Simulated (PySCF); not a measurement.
**Ta²⁺ (tantalum, charge +2) across methods**

[Xe] 4f14 5d3, high-spin 4F determinant. All numbers are calculated (PySCF 2.14, scalar relativity through the core potential, in aug-cc-pVTZ-PP with ECP60MDF (6s6p5d3f2g, 88 functions)).

```csv
method,E (hartree),mean ε 5p α (eV),mean ε 5p β (eV),mean ε 5d α (eV),Σ⟨r²⟩ (bohr²),⟨S²⟩
LC-wPBE,-56.4935,-60.503,-58.266,-23.427,27.95,3.752
TPSSh,-56.4623,-56.436,-54.302,-19.893,28.15,3.751
PBE,-56.4811,-55.091,-53.319,-19.428,28.30,3.751
HSE06,-56.4597,-57.457,-55.048,-20.332,28.15,3.751
TPSS,-56.4694,-55.348,-53.468,-19.364,28.21,3.751
LDA,-56.2934,-55.040,-53.310,-19.400,28.51,3.750
UHF,-56.01289,-65.356,-60.723,-24.084,28.05,3.755
PBE0,-56.4605,-57.874,-55.456,-20.745,28.12,3.752
```

Task: Estimate the same row for r2SCAN.

Result: E (hartree) = -56.4957; mean ε 5p α (eV) = -56.223; mean ε 5p β (eV) = -53.964; mean ε 5d α (eV) = -19.675; Σ⟨r²⟩ (bohr²) = 28.03; ⟨S²⟩ = 3.752.

Energies and moments cover only the electrons outside the core potential. Spin-orbit coupling, absent here, splits the open shell strongly.
